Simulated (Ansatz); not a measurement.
Ansatz (a program for electronic structure) input (PBE0/def2-QZVPP):
A basis named .json is the Basis Set Exchange file of that set.

Ansatz 0.2 input:
```yaml
crystal:
  periodic: [false, false, false]
  atoms:
    - {symbol: C, position_ang: [-2.26223709, -0.10724821, -0.05405423]}
    - {symbol: C, position_ang: [-0.77427014, -0.15619781, 0.09161600]}
    - {symbol: C, position_ang: [-0.02846144, -0.97415679, 0.89580600]}
    - {symbol: C, position_ang: [1.38504663, -0.75285681, 0.78739689]}
    - {symbol: C, position_ang: [1.82344582, 0.23121678, -0.08984316]}
    - {symbol: S, position_ang: [0.34607524, 0.86923333, -0.77764906]}
    - {symbol: H, position_ang: [-2.67690430, 0.87302419, 0.21154013]}
    - {symbol: H, position_ang: [-2.73589117, -0.84876885, 0.59727969]}
    - {symbol: H, position_ang: [-2.58962956, -0.31703641, -1.07983506]}
    - {symbol: H, position_ang: [-0.48139608, -1.71704952, 1.54980464]}
    - {symbol: H, position_ang: [2.08547466, -1.34244566, 1.37806655]}
basis:
  gaussian:
    orbitals: def2-QZVPP.json
hamiltonian:
  xc: {name: PBE0}
total_charge: -1
```

Output:

```
Functional definition: PBE0
integrals: 0.76 GiB planned
1537 factors; their error is unknown
mean field: 5.93 GiB planned
mean field evaluation 1: about -16083.6206 eV, gradient 6.3e1 eV
mean field evaluation 2: about -16056.7092 eV, gradient 1.1e2 eV
mean field evaluation 4: about -16093.1182 eV, gradient 1.5e1 eV
mean field evaluation 8: about -16093.6528 eV, gradient 1.2e-1 eV
mean field evaluation 16: about -16093.6667 eV, gradient 3.5e-4 eV
mean field -16093.66665361 eV, -591.4313408411 hartree, gradient 6.9e-5 eV, S^2 0.000000; 0 other end points of the search recorded, 0 dependent functions left out
reference -16093.66668885 eV, -591.4313421362 hartree; 26, 26 occupied and 479, 479 virtual orbitals, 1537 factors
Total energy: -16093.66668885 eV, -591.4313421362 hartree
```

It need not be the lowest isomer of its formula. Whether it binds its extra electron was not tested at this geometry.
